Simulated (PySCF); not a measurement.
2,2-dichloropropane (C3H6Cl2), SMILES ClC(C)(C)Cl.

The structure is a stationary point at PBE0-D3(BJ)/def2-SVP.

Two levels are set side by side: TDDFT-PBE/def2-SVPD (PySCF) and TDDFT-B3LYP/def2-SVPD (PySCF). Vertical, same geometry. The lowest singlet is HOMO→LUMO 98 % with PBE and HOMO→LUMO 96 % with the other functional; states are paired by order. Differences are taken from unrounded values.

| quantity | TDDFT-B3LYP | TDDFT-PBE | TDDFT-PBE minus TDDFT-B3LYP |
|---|---|---|---|
| lowest singlet excitation (eV) | 6.67 | 6.26 | -0.41 |
| lowest triplet excitation (TDA) (eV) | 6.02 | 5.67 | -0.35 |
| first bright state (f over 0.05) (eV) | 7.90 | 7.23 | -0.67 |
| its oscillator strength | 0.07 | 0.05 | -0.02 |

A lower first singlet is the usual sign of a functional without exact exchange. Differences between two approximate levels are no errors against the true value.

Rough cost on one machine, each run with all the roots and properties that it gave: TDDFT-B3LYP against TDDFT-PBE about 4 times.
